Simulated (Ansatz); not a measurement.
`[SiH3][CH2][GeH2][PH2]`. Charge 0, multiplicity 1. Correlated methods include outer-core shells of Ge, which these sets cover unevenly. Scalar relativity is left out up to krypton.

```xyz
13

Si    2.0415    0.2061    0.7748
C     0.5582   -0.4743   -0.1381
Ge   -1.0625    0.6086    0.0753
P    -2.9020   -0.2316   -1.0696
H     1.7534    0.2845    2.2322
H     3.2410   -0.6534    0.5783
H     2.3591    1.5747    0.2856
H     0.7796   -0.5426   -1.2069
H     0.3369   -1.4856    0.2146
H    -0.8047    2.0366   -0.4431
H    -1.4404    0.6896    1.5669
H    -2.6944   -1.5588   -0.6050
H    -2.1658   -0.4539   -2.2650
```

Q: Give the diagnostics of a CCSD(T)/def2-TZVPP run (frozen core, the Gaussian-basis code of Ansatz). (An estimate is asked.)

A: The calculation gave: T1 = 0.0118, largest single amplitude 0.018, largest double 0.032, (T) share of the correlation energy 3.7 %, 9 CCSD cycles. The RHF solution is stable towards an unrestricted one. T1 lies under the customary mark of 0.02 for closed shells.
